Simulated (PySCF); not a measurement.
**Tl(3+) (thallium, charge +3) across methods**

[Xe] 4f14 5d10, closed-shell 1S. Computed with PySCF 2.14 in ANO-RCC-VTZP (8s7p5d3f2g, 93 functions), with scalar relativity by spin-free X2C-1e.

```csv
method,E (hartree),mean ε 4f (eV),mean ε 5p (eV),mean ε 5d (eV),Σ⟨r²⟩ (bohr²),⟨S²⟩
LDA,-20234.40,-144.25,-106.15,-44.564,37.63,0.000
r2SCAN,-20246.75,-144.84,-107.77,-44.680,37.39,0.000
UHF,-20240.86675,-167.89,-122.87,-51.669,37.27,0.000
PBE,-20246.79,-143.66,-105.85,-44.294,37.58,0.000
PBE0,-20246.52,-150.03,-110.45,-46.443,37.44,0.000
```

Spin-orbit coupling, which splits the p, d and f shells strongly at this Z, is absent.
